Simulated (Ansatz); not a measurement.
PBE exchange is replaced step by step with exact exchange (0 % is PBE, 25 % PBE0; no dispersion term), basis def2-TZVP, Ansatz. System: MnCl₂ (the lowest doublet isomer of a short search). Charge 0, multiplicity 2. Geometry: B3LYP-D4/def2-TZVP.

Geometry of the doublet:

Cartesian coordinates in Å:
```
Mn 0.000 0.000 0.000
Cl 1.810 1.118 -0.366
Cl -1.810 -1.118 0.366
```

At PBE-D4/def2-TZVP, PBE with 5 % exact exchange/def2-TZVP, PBE with 10 % exact exchange/def2-TZVP, PBE with 15 % exact exchange/def2-TZVP and others the charge 0 doublet is spin-contaminated (final ⟨S²⟩ up to 2.72, 0.75 for a pure state). The geometry of the doublet was relaxed on an unsound state (⟨S²⟩ 2.68, where a pure state has 0.75). At PBE0-D4/def2-TZVP a sextet of charge 0 lies 2.78 eV below the doublet, each at its own geometry. The structure comes from a short search, and lower isomers may exist.

HOMO and LUMO are taken over both spins.

```csv
exact exchange (%),HOMO (eV),LUMO (eV),gap (eV),⟨S²⟩
0,-6.15,-5.05,1.09,2.652
5,-6.67,-4.76,1.90,2.663
10,-7.16,-4.45,2.71,2.673
25,-8.46,-3.64,4.82,2.696
35,-9.18,-3.09,6.09,2.707
50,-10.16,-2.29,7.86,2.719
```

Task: Estimate the row for 15 %.

Result: 
| exact exchange (%) | HOMO (eV) | LUMO (eV) | gap (eV) | ⟨S²⟩ |
| --- | --- | --- | --- | --- |
| 15 | -7.62 | -4.18 | 3.44 | 2.681 |
